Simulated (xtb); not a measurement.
CHOS, SMILES [OH+]=C=S, charge +1. All values are semi-empirical tight-binding results from xtb (GFN2-xTB unless named), good for trends rather than for accurate numbers. The structure is a stationary point at GFN2-xTB. The isomer is the one that the SMILES or the coordinates give; other isomers of the formula were not compared.

Question: Estimate the properties. (An estimate is asked for; the answer gives what the named calculation found.)

Answer: 
```
Quantity                                          Value
---------------------------------------  --------------
point group as xtb finds it                          Cs
orbital gap                                     3.95 eV
zero-point energy                         11.0 kcal/mol
G − E(el) at 298.15 K (modified RRHO)     -4.1 kcal/mol
static polarisability (D4 model)             33.4 bohr³
solvation energy, GFN2-xTB/ALPB(water)   -67.5 kcal/mol
solvation energy, GFN2-xTB/ALPB(hexane)  -36.0 kcal/mol
```
